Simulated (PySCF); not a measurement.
C₇H₉NO.
SMILES with atom numbers: `[CH3:1][NH:2][c:3]1[cH:4][cH:5][cH:6][c:7]([OH:8])[cH:9]1` (hydrogens: H10, H11, H12 on C1; H13 on N2; H14 on C4; H15 on C5; H16 on C6; H17 on O8; H18 on C9)

Structure used (GFN2-xTB), in Å, numbered top down from 1:
```xyz
18
C7H9NO angstrom
C     -2.4789    1.1088    0.0723
N     -1.8353   -0.1436   -0.2346
C     -0.4843   -0.3449   -0.0541
C      0.0208   -1.6486   -0.0815
C      1.3756   -1.8779    0.0379
C      2.2639   -0.8286    0.1873
C      1.7721    0.4704    0.2167
O      2.6615    1.4933    0.3698
C      0.4110    0.7127    0.1001
H     -3.5471    1.0076   -0.1079
H     -2.0966    1.8913   -0.5854
H     -2.3268    1.4219    1.1136
H     -2.3980   -0.9646   -0.0730
H     -0.6645   -2.4760   -0.1977
H      1.7488   -2.8912    0.0178
H      3.3240   -0.9917    0.2861
H      2.1893    2.3343    0.3632
H      0.0558    1.7331    0.1310
```

Method: PBE0/def2-SVPD in PySCF (dipole) on a GFN2-xTB geometry, gas phase.

Masses are those of the commonest isotopes; rigid-rotor values at the optimised geometry. The values belong to one conformer with, in the numbering `[CH3:1][NH:2][c:3]1[cH:4][cH:5][cH:6][c:7]([OH:8])[cH:9]1`, C1–N2–C3–C4 166°, C6–C7–O8–H 179°.

Question: Give the principal moments of inertia and the rotational constants in MHz.

Answer: Ia = 178.32, Ib = 395.11, Ic = 569.08 u·Å²; 505379 MHz·u·Å²/I gives A = 2834, B = 1279, C = 888.1 MHz.

Question: What kind of rotor is it?

Answer: An asymmetric top: κ = (2 × 1279 − 2834 − 888.1)/(2834 − 888.1) = -0.60.

Question: What does the inertial defect say?

Answer: Not planar: Δ = Ic − Ia − Ib = -4.34 u·Å². For a rigid frame Δ = −2 Σ m c², so Σ m c² = 2.17 u·Å² lies off the ab plane: 1.69 from hydrogen and 0.48 from heavier atoms. The atom farthest from that plane is 1.11 Å away.

Question: Give the other two planar moments, Paa and Pbb, and the rms extents of the mass along the axes.

Answer: Paa = Σ m a² = (Ib + Ic − Ia)/2 = 392.94 and Pbb = Σ m b² = (Ia + Ic − Ib)/2 = 176.14 u·Å². With the mass M = 123.07 u, the rms extents √(P/M) along a, b and c are 1.79, 1.20, 0.13 Å.

Question: Which lines would a microwave search look for?

Answer: The dipole components are |μa| = 2.92 D, |μb| = 0.80 D, |μc| = 0.46 D. The squared components, which scale the intensities, stand as 1.00 : 0.07 : 0.02 (a : b : c). Some of the stronger lines:

```csv
type,branch,"J(Ka,Kc)",MHz,lower level (cm⁻¹)
a,R,"1(0,1) ← 0(0,0)",2167,0.000
a,Q,"3(1,2) ← 3(1,3)",2339,0.452
a,Q,"4(1,3) ← 4(1,4)",3863,0.711
a,R,"3(1,3) ← 2(1,2)",5877,0.256
a,R,"3(0,3) ← 2(0,2)",6253,0.215
a,R,"3(1,2) ← 2(1,1)",7043,0.295
a,R,"4(0,4) ← 3(0,3)",8105,0.423
a,R,"4(2,3) ← 3(2,2)",8618,0.667
a,R,"4(3,2) ← 3(3,1)",8780,0.961
a,R,"5(0,5) ← 4(0,4)",9869,0.694
a,R,"5(4,1) ← 4(4,0)",10984,1.659
a,R,"5(2,3) ← 4(2,2)",11653,0.984
```

Question: Estimate the classical rotational partition function at 25 K, 50 K and 298.15 K.

Answer: Point group C1, symmetry number σ = 1; q = (√π/σ)·√((kT/h)³/(ABC)), k/h = 20836.6 MHz/K: 11700 at 25 K, 33200 at 50 K, 484000 at 298.15 K.

Not checked by GFN2-xTB frequencies. Constants of a rigid frame at the computed geometry: no zero-point averaging, no centrifugal distortion. A rigid rotor knows nothing of inversion at nitrogen or internal rotation, which can split or shift real lines. Quadrupole hyperfine structure (14N) is left out.

Hardware: one thread of an Intel Xeon Platinum 8488C, no GPU, shared host with 192 logical CPUs at a one-minute load of 78. Cost: 54 s wall, 1.0 GiB resident at most. This is the PBE0/def2-SVPD job that gave the dipole, with the excitations it also computed.
